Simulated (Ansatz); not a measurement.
The cluster Cu4Ag⁺, relaxed as a singlet with RKS PBE-D4/def2-SVP in Ansatz, starting from the GFN1-xTB geometry. Force threshold 0.02 eV/Å.

In the def2 sets Ag takes a core potential; there is no spin–orbit coupling. The structure comes from a short search, and lower isomers may exist.

Start:

```xyz
5

Ag   -1.041   -1.859   -0.661
Cu    0.980    1.749    0.629
Cu   -1.171    0.565    0.428
Cu    0.779   -0.705    0.872
Cu    0.452    0.250   -1.269
```

```tsv
step	energy (eV)	largest force component (eV/Å)	SCF passes
1	-182506.8117	0.210	37
2	-182506.8226	0.102	25
3	-182506.8242	0.013	27
```

Force components are those of the run's own axes.

End:

```xyz
5

Ag   -1.0270   -1.8292   -0.6539
Cu    0.9689    1.7262    0.6186
Cu   -1.1639    0.5553    0.4251
Cu    0.7742   -0.6992    0.8684
Cu    0.4478    0.2469   -1.2582
```

By distances, no bond broke or formed. The bond that changes most is Ag1–Cu3, from 2.66 to 2.62 Å (atoms count from 1). The end is the same structure that another start reached, the lowest one found.

No frequencies were taken in this run, so the end may be a saddle point.

It took 5.5 s on 4 threads of Intel Xeon Platinum 8375C on a shared host.
